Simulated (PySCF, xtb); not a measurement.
C3H3F4, SMILES F[C](F)CC(F)F, multiplicity 2. Other conformers were not sampled.

Harmonic wavenumbers (cm⁻¹) from GFN2-xTB (xtb) at its own minimum, in rising order: 41, 62, 139, 323, 338, 372, 466, 485, 535, 866, 904, 1019, 1046, 1089, 1137, 1189, 1226, 1267, 1275, 1322, 1396, 2859, 2898, 3002.

Problem. What does PySCF with r2SCAN-D4/def2-SVP give at its own minimum? (An estimate is asked for; the answer gives what the named calculation found.)

Solution. 54, 100, 149, 341, 358, 484, 515, 556, 589, 886, 935, 1079, 1112, 1147, 1211, 1234, 1274, 1354, 1405, 1425, 1430, 3009, 3070, 3128. Paired by order, the mean absolute difference is 66 cm⁻¹ and the zero-point energies are 36.1 and 38.4 kcal/mol.
